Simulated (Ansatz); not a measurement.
Start from `O=[CH][SnH2][GeH3]` and change one atom or group to get `C[NH][SnH2][CH]=O`.

Ansatz, PBE0-D4/def2-TZVP geometries, multiplicity 1. Each molecule was computed in one conformer, which needn't be the lowest.

Elements past krypton have def2 core potentials. Scalar relativity is left out up to krypton.

```tsv
property	`O=[CH][SnH2][GeH3]`
size of the dipole moment (ωB97M-V/def2-TZVPP) / D	2.11
HOMO energy (B3LYP/def2-TZVPP) / eV	-6.57
HOMO energy (PBE0/def2-TZVPP) / eV	-6.76
LUMO energy (PBE0/def2-TZVPP) / eV	-1.59
size of the dipole moment (PBE/def2-TZVPP) / D	1.77
LUMO energy (B3LYP/def2-TZVPP) / eV	-1.85
```

What does the change do to each property? (Estimate.)

The calculation gave: 
```
                                          property  `C[NH][SnH2][CH]=O`  shift
size of the dipole moment (ωB97M-V/def2-TZVPP) / D                 1.37  -0.74
               HOMO energy (B3LYP/def2-TZVPP) / eV                -6.08   0.49
                HOMO energy (PBE0/def2-TZVPP) / eV                -6.27   0.49
                LUMO energy (PBE0/def2-TZVPP) / eV                -1.45   0.14
    size of the dipole moment (PBE/def2-TZVPP) / D                 1.02  -0.75
               LUMO energy (B3LYP/def2-TZVPP) / eV                -1.72   0.13
```

With PBE0 the HOMO rises by 0.49 eV and the LUMO rises by 0.14 eV, so the gap narrows by about 0.35 eV. PBE moves the HOMO by 0.53 eV and ωB97M-V by 0.39 eV. Dipoles are sizes alone; their direction can turn.

Positive LUMOs are unbound, so they and the gaps depend on the basis.

B3LYP here is the variant with VWN-RPA as its local correlation; programs differ in this.
